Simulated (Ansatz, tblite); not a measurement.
Removing and adding an electron: BeMeBr (CH3BeBr). Charge 0, multiplicity 1. Geometry: PBE0-D4/def2-TZVP. Ansatz, gas phase; energy differences of separate SCF runs; the oxidised species was run as a doublet alone; the reduced species was run as a doublet alone.

```xyz
6

Be   -0.0672   -0.8158   -0.5550
C     0.0419    0.5646    0.3820
H    -0.8085    1.2348    0.2201
H     0.9502    1.1330    0.1560
H     0.0673    0.3253    1.4502
Br   -0.1837   -2.4418   -1.6534
```

The xTB rows come from tblite. Correlated methods freeze 10 core orbitals; core or outer-core shells of Br are correlated, in sets that lack core-valence functions. HOMO above LUMO, or a gap near zero within one spin, warns that the state may not be the lowest or that an electron is smeared out.

```json
{"level": "GFN1-xTB", "−HOMO (eV)": "11.36", "vertical IE (eV)": "15.03", "−LUMO (eV)": "5.29", "vertical EA (eV)": "1.53", "HOMO–LUMO gap (eV)": "6.06", "IE − EA (eV)": "13.50", "remarks": "–"}
{"level": "GFN2-xTB", "−HOMO (eV)": "11.20", "vertical IE (eV)": "14.63", "−LUMO (eV)": "5.45", "vertical EA (eV)": "1.30", "HOMO–LUMO gap (eV)": "5.76", "IE − EA (eV)": "13.32", "remarks": "–"}
{"level": "HF/def2-TZVPD", "−HOMO (eV)": "–", "vertical IE (eV)": "–", "−LUMO (eV)": "–", "vertical EA (eV)": "-1.09", "HOMO–LUMO gap (eV)": "–", "IE − EA (eV)": "–", "remarks": "HOMO above zero (-1 doublet)"}
{"level": "HF/def2-TZVPP", "−HOMO (eV)": "–", "vertical IE (eV)": "10.31", "−LUMO (eV)": "–", "vertical EA (eV)": "–", "HOMO–LUMO gap (eV)": "–", "IE − EA (eV)": "–", "remarks": "–"}
{"level": "PBE-D4/def2-TZVP", "−HOMO (eV)": "7.48", "vertical IE (eV)": "10.65", "−LUMO (eV)": "0.83", "vertical EA (eV)": "–", "HOMO–LUMO gap (eV)": "6.65", "IE − EA (eV)": "–", "remarks": "gap within one spin near zero (+1 doublet)"}
{"level": "PBE-D4/def2-TZVPD", "−HOMO (eV)": "7.51", "vertical IE (eV)": "–", "−LUMO (eV)": "0.90", "vertical EA (eV)": "-0.47", "HOMO–LUMO gap (eV)": "6.61", "IE − EA (eV)": "–", "remarks": "HOMO above zero (-1 doublet)"}
{"level": "r2SCAN-D4/def2-TZVP", "−HOMO (eV)": "7.80", "vertical IE (eV)": "10.83", "−LUMO (eV)": "0.37", "vertical EA (eV)": "–", "HOMO–LUMO gap (eV)": "7.42", "IE − EA (eV)": "–", "remarks": "gap within one spin near zero (+1 doublet)"}
{"level": "r2SCAN-D4/def2-TZVPD", "−HOMO (eV)": "7.81", "vertical IE (eV)": "–", "−LUMO (eV)": "0.42", "vertical EA (eV)": "-0.63", "HOMO–LUMO gap (eV)": "7.40", "IE − EA (eV)": "–", "remarks": "HOMO above zero (-1 doublet)"}
{"level": "PBE0-D4/def2-TZVP", "−HOMO (eV)": "8.74", "vertical IE (eV)": "11.02", "−LUMO (eV)": "0.18", "vertical EA (eV)": "–", "HOMO–LUMO gap (eV)": "8.56", "IE − EA (eV)": "–", "remarks": "–"}
{"level": "PBE0-D4/def2-TZVPD", "−HOMO (eV)": "8.77", "vertical IE (eV)": "–", "−LUMO (eV)": "0.32", "vertical EA (eV)": "-0.58", "HOMO–LUMO gap (eV)": "8.45", "IE − EA (eV)": "–", "remarks": "HOMO above zero (-1 doublet)"}
{"level": "MP2/def2-TZVPD", "−HOMO (eV)": "–", "vertical IE (eV)": "–", "−LUMO (eV)": "–", "vertical EA (eV)": "-0.73", "HOMO–LUMO gap (eV)": "–", "IE − EA (eV)": "–", "remarks": "HOMO above zero (-1 doublet)"}
{"level": "MP2/def2-TZVPP", "−HOMO (eV)": "–", "vertical IE (eV)": "11.39", "−LUMO (eV)": "–", "vertical EA (eV)": "–", "HOMO–LUMO gap (eV)": "–", "IE − EA (eV)": "–", "remarks": "–"}
{"level": "CCSD/def2-TZVPD", "−HOMO (eV)": "–", "vertical IE (eV)": "–", "−LUMO (eV)": "–", "vertical EA (eV)": "-0.73", "HOMO–LUMO gap (eV)": "–", "IE − EA (eV)": "–", "remarks": "HOMO above zero (-1 doublet)"}
{"level": "CCSD/def2-TZVPP", "−HOMO (eV)": "–", "vertical IE (eV)": "11.24", "−LUMO (eV)": "–", "vertical EA (eV)": "–", "HOMO–LUMO gap (eV)": "–", "IE − EA (eV)": "–", "remarks": "–"}
{"level": "CCSD(T)/def2-TZVPD", "−HOMO (eV)": "–", "vertical IE (eV)": "–", "−LUMO (eV)": "–", "vertical EA (eV)": "-0.68", "HOMO–LUMO gap (eV)": "–", "IE − EA (eV)": "–", "remarks": "HOMO above zero (-1 doublet)"}
{"level": "CCSD(T)/def2-TZVPP", "−HOMO (eV)": "–", "vertical IE (eV)": "11.30", "−LUMO (eV)": "–", "vertical EA (eV)": "–", "HOMO–LUMO gap (eV)": "–", "IE − EA (eV)": "–", "remarks": "–"}
```

   A HOMO above zero means that the electron is unbound at that level or that self-interaction error raises the level; the energy of removing that electron tells which. Raw xTB energy differences between charge states are shifted by several eV; the methods need an empirical correction for them. A negative affinity means that the extra electron isn't bound; its size then hangs on the basis.
